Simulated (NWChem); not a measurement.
Species: Si3H7F; SMILES F[SiH]([SiH3])[SiH3]

Problem. Give the equilibrium geometry at PBE0/def2-SVP (NWChem) as a list of bonds and angles, with the point group.

Solution. point group Cs; any orientation.
Bond lengths (Å): Si1–F2 1.639, Si1–Si3 2.349, Si1–Si4 2.349, Si1–H5 1.496, Si3–H6 1.494, Si3–H7 1.496, Si3–H8 1.494, Si4–H9 1.494, Si4–H10 1.496, Si4–H11 1.494. Bond angles (°): F2–Si1–Si3 108.6, F2–Si1–Si4 108.6, F2–Si1–H5 107.7, Si3–Si1–Si4 112.3, Si3–Si1–H5 109.7, Si4–Si1–H5 109.7, Si1–Si3–H6 111.0, Si1–Si3–H7 108.3, Si1–Si3–H8 110.2, H6–Si3–H7 109.1, H6–Si3–H8 109.3, H7–Si3–H8 108.9, Si1–Si4–H9 111.0, Si1–Si4–H10 108.3, Si1–Si4–H11 110.2, H9–Si4–H10 109.1, H9–Si4–H11 109.3, H10–Si4–H11 108.9.
